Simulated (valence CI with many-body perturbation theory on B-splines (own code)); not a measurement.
**Sb XLVI: electric-dipole lines**

Computed by valence CI with perturbative core correlation (CI+MBPT): four valence electrons over a frozen Dirac-Fock core [He], a basis of 11 s, 11 p, 10 d, 8 f, 5 g, 2 h functions for each j, with the one-electron correlation potential Σ1 (screened to all orders), the two-electron term Σ2, the three-electron term Σ3, Breit, model QED; selected single and double excitations, second order for the rest, scaled by the run's own slope (own B-spline code, finite nucleus).

No measured spectrum was set against this ion. As an estimate, large intervals hold to a few tenths of a per cent, small ones and those within an open d or f shell to about a per cent. Among the levels kept, up to 840 cm⁻¹ of a level comes from second order outside the variational space, and about a tenth of that is noise between levels of different J, which matters for small intervals.

Lines 1 to 50 of 546 in falling wavelength, among levels below 405.69 Ry, chosen from the strongest by gf and those to the six lowest levels. Wavelengths and rates use the calculated energies. Electric multipoles are in the length gauge with retardation, E1 and E2 with the static RPA response of the core. Weak lines are less certain than strong ones. Lines between different terms over intervals too small for the method are left out, as are lines whose strength nearly cancels. The highest levels of a list are the least certain.

Levels are named by their leading jj configuration (3d3/2^4 stands for four electrons in 3d with j = 3/2), which in mixed levels can hold well under half, so a name can repeat and another be missing. Letters in brackets count levels of one name in rising energy.

```csv
λ vac (nm),Upper,Lower,A (s⁻¹),S (a.u.)
23.41,(2s 2p3/2^2 3p1/2) J=3,(2s 2p3/2^2 3s) J=2 [a],1.68e+09,7.44e-02
19.09,(2s 2p3/2^2 3p1/2) J=2 [a],(2s 2p3/2^2 3s) J=3,4.09e+09,7.02e-02
18.74,(2s 2p3/2^2 3d3/2) J=4,(2s 2p3/2^2 3p3/2) J=4,1.84e+09,5.37e-02
18.55,(2p1/2 2p3/2^2 3p1/2) J=2 [b],(2p1/2 2p3/2^2 3s) J=3,4.23e+09,6.67e-02
18.13,(2s 2p3/2^2 3p1/2) J=3,(2s 2p3/2^2 3s) J=3,2.99e+09,6.16e-02
17.61,(2s 2p1/2 2p3/2 3d5/2) J=4 [a],(2s 2p1/2 2p3/2 3p3/2) J=3 [a],6.27e+09,1.52e-01
17.47,(2s 2p1/2 2p3/2 3d5/2) J=5,(2s 2p1/2 2p3/2 3p3/2) J=4,7.08e+09,2.05e-01
17.42,(2p1/2 2p3/2^2 3d3/2) J=4,(2p1/2 2p3/2^2 3p3/2) J=3 [a],3.18e+09,7.47e-02
17.40,(2s 2p3/2^2 3d5/2) J=3 [c],(2s 2p3/2^2 3p3/2) J=2 [c],5.53e+09,1.01e-01
17.30,(2s 2p3/2^2 3d5/2) J=5,(2s 2p3/2^2 3p3/2) J=4,7.02e+09,1.97e-01
17.25,(2p1/2^2 2p3/2 3d5/2) J=4,(2p1/2^2 2p3/2 3p3/2) J=3,8.11e+09,1.85e-01
17.17,(2s 2p1/2^2 3d5/2) J=3,(2s 2p1/2^2 3p3/2) J=2,7.27e+09,1.27e-01
17.16,(2p1/2 2p3/2^2 3d5/2) J=3,(2p1/2 2p3/2^2 3p3/2) J=2 [a],6.20e+09,1.08e-01
17.07,(2s 2p1/2 2p3/2 3d5/2) J=2 [d],(2s 2p1/2 2p3/2 3p3/2) J=1 [d],4.51e+09,5.53e-02
16.99,(2p1/2 2p3/2^2 3d5/2) J=4,(2p1/2 2p3/2^2 3p3/2) J=3 [a],4.66e+09,1.02e-01
16.91,(2s 2p3/2^2 3d5/2) J=3 [a],(2s 2p3/2^2 3p3/2) J=2 [a],4.28e+09,7.16e-02
16.86,(2p1/2^2 2p3/2 3d5/2) J=3,(2p1/2^2 2p3/2 3p3/2) J=2,7.01e+09,1.16e-01
16.53,(2s 2p3/2^2 3d5/2) J=3 [b],(2s 2p3/2^2 3p3/2) J=2 [b],4.93e+09,7.68e-02
16.40,(2s 2p1/2 2p3/2 3d5/2) J=4 [c],(2s 2p1/2 2p3/2 3p3/2) J=3 [c],8.28e+09,1.62e-01
16.29,(2s 2p3/2^2 3d5/2) J=4 [a],(2s 2p3/2^2 3p3/2) J=3 [a],5.61e+09,1.08e-01
16.29,(2s 2p1/2 2p3/2 3d5/2) J=3 [d],(2s 2p1/2 2p3/2 3p3/2) J=2 [d],7.21e+09,1.08e-01
16.20,(2s 2p1/2 2p3/2 3d5/2) J=2 [c],(2s 2p1/2 2p3/2 3p3/2) J=1 [c],5.36e+09,5.63e-02
16.15,(2s 2p1/2 2p3/2 3d5/2) J=3 [c],(2s 2p1/2 2p3/2 3p3/2) J=2 [c],6.21e+09,9.04e-02
16.04,(2s 2p1/2 2p3/2 3d5/2) J=4 [b],(2s 2p1/2 2p3/2 3p3/2) J=3 [b],7.45e+09,1.36e-01
15.96,(2s^2 2p1/2 3d5/2) J=3,(2s^2 2p1/2 3p3/2) J=2,8.59e+09,1.21e-01
15.78,(2p1/2^2 2p3/2 3d5/2) J=2,(2p1/2^2 2p3/2 3p3/2) J=1,5.41e+09,5.25e-02
15.41,(2s 2p3/2^2 3d5/2) J=4 [b],(2s 2p3/2^2 3p3/2) J=3 [b],8.30e+09,1.35e-01
15.32,(2s 2p1/2 2p3/2 3d5/2) J=2 [a],(2s 2p1/2 2p3/2 3p3/2) J=1 [a],6.02e+09,5.35e-02
15.10,(2s 2p1/2^2 3d5/2) J=2,(2s 2p1/2^2 3p3/2) J=1,8.81e+09,7.49e-02
15.08,(2s 2p1/2 2p3/2 3d5/2) J=3 [b],(2s 2p1/2 2p3/2 3p3/2) J=2 [b],5.92e+09,7.02e-02
15.07,(2s^2 2p3/2 3d5/2) J=4,(2s^2 2p3/2 3p3/2) J=3,7.09e+09,1.08e-01
15.06,(2s 2p1/2 2p3/2 3d5/2) J=3 [a],(2s 2p1/2 2p3/2 3p3/2) J=2 [a],5.95e+09,7.02e-02
14.78,(2s^2 2p3/2 3d5/2) J=3,(2s^2 2p3/2 3p3/2) J=2,5.08e+09,5.66e-02
14.74,(2s^2 2p1/2 3d5/2) J=2,(2s^2 2p1/2 3p3/2) J=1,7.68e+09,6.07e-02
14.71,(2s 2p3/2^2 3d5/2) J=2 [b],(2s 2p3/2^2 3p3/2) J=1 [b],8.66e+09,6.81e-02
12.67,(2s 2p3/2^2 3d5/2) J=3 [a],(2s 2p3/2^2 3p3/2) J=3 [a],5.17e+09,3.64e-02
10.74,(2p1/2 2p3/2^2 3p3/2) J=1 [a],(2p1/2 2p3/2^2 3s) J=2 [b],1.94e+10,3.56e-02
10.68,(2s 2p3/2^2 3p3/2) J=3 [a],(2s 2p3/2^2 3s) J=2 [a],1.54e+10,6.50e-02
10.55,(2s 2p1/2 2p3/2 3p3/2) J=2 [b],(2s 2p1/2 2p3/2 3s) J=2 [b],1.17e+10,3.40e-02
10.50,(2p1/2^2 2p3/2 3p3/2) J=1,(2p1/2^2 2p3/2 3s) J=1,2.90e+10,4.97e-02
10.47,(2s 2p3/2^2 3p3/2) J=1 [b],(2s 2p3/2^2 3s) J=0,1.82e+10,3.09e-02
10.38,(2p1/2 2p3/2^2 3p3/2) J=3 [b],(2p1/2 2p3/2^2 3s) J=2 [b],2.29e+10,8.84e-02
10.36,(2s 2p1/2 2p3/2 3d3/2) J=2 [d],(2s 2p1/2 2p3/2 3p1/2) J=1 [c],1.15e+10,3.16e-02
10.24,(2p1/2 2p3/2^2 3p3/2) J=3 [b],(2p1/2 2p3/2^2 3s) J=3,1.66e+10,6.17e-02
10.22,(2s 2p3/2^2 3p3/2) J=3 [b],(2s 2p3/2^2 3s) J=2 [b],2.50e+10,9.20e-02
10.17,(2p1/2 2p3/2^2 3p3/2) J=2 [a],(2p1/2 2p3/2^2 3s) J=1 [a],1.71e+10,4.44e-02
10.17,(2p1/2 2p3/2^2 3p3/2) J=4,(2p1/2 2p3/2^2 3s) J=3,5.26e+10,2.45e-01
10.15,(2s 2p1/2 2p3/2 3d3/2) J=2 [b],(2s 2p1/2 2p3/2 3p1/2) J=2 [b],1.77e+10,4.56e-02
9.996,(2p1/2^2 2p3/2 3d3/2) J=2,(2p1/2^2 2p3/2 3p1/2) J=1,1.39e+10,3.43e-02
9.970,(2p1/2 2p3/2^2 3d3/2) J=4,(2p1/2 2p3/2^2 3p1/2) J=3,1.64e+10,7.23e-02
```
